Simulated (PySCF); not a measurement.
**Working out the excitation energy of Tl+**

Tl+ [Xe] 4f14 5d10 6s2 (1S) → Tl+ [Xe] 4f14 5d10 6s1 7s1 (3S). Computed with PySCF 2.14 in aug-cc-pwCVDZ-PP with ECP60MDF, with a scalar-relativistic core potential. Frozen: 5s2 5p6 5d10. Energies in hartree (1 hartree = 27.21139 eV):

```
            part  Tl+ (lower)  Tl+ (upper)
             UHF  -171.328889  -170.911474
CCSD correlation    -0.027093    -0.004360
             (T)     0.000000     0.000000
```

What does Hartree-Fock give?

(-170.911474) − (-171.328889) = 0.417415 hartree = 11.358 eV.

What do CCSD and CCSD(T) give?

The CCSD correlation energies differ by 0.022733 hartree = 0.619 eV and the triples by 0.000000 hartree = 0.000 eV, so CCSD gives 11.977 eV and CCSD(T) 11.977 eV.

Measured between the centres of the two terms (NIST): 13.047 eV, so CCSD(T) (valence) is off by -1.070 eV.

A double-zeta basis recovers only part of the correlation energy.

What remains against the reference includes basis incompleteness, the frozen core and higher excitations.
